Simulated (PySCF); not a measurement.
Ba²⁺ (barium, charge +2) across methods

[Xe], closed-shell 1S. Computed with PySCF 2.14 in aug-cc-pwCVTZ-X2C (11s10p8d4f, 109 functions), with scalar relativity by spin-free X2C-1e.

| method | E (hartree) | mean ε 4d (eV) | mean ε 5s (eV) | mean ε 5p (eV) | Σ⟨r²⟩ (bohr²) | ⟨S²⟩ |
| --- | --- | --- | --- | --- | --- | --- |
| LDA | -8127.14 | -102.27 | -46.170 | -31.083 | 43.97 | 0.000 |
| BHandHLYP | -8134.20 | -109.97 | -51.070 | -33.922 | 44.14 | 0.000 |
| r2SCAN | -8134.19 | -103.72 | -46.804 | -31.388 | 44.00 | 0.000 |
| PBEsol | -8130.41 | -102.10 | -45.968 | -30.928 | 43.95 | 0.000 |
| PBE0 | -8133.84 | -106.19 | -48.604 | -32.533 | 43.98 | 0.000 |
| UHF | -8131.13311 | -116.84 | -55.327 | -36.190 | 44.31 | 0.000 |
| B2PLYP | -8133.43 | -110.13 | -51.111 | -33.857 | 44.18 | 0.000 |
| PBE | -8133.76 | -102.17 | -45.921 | -30.908 | 44.00 | 0.000 |

Spin-orbit coupling, which splits the p, d and f shells strongly at this Z, is absent.
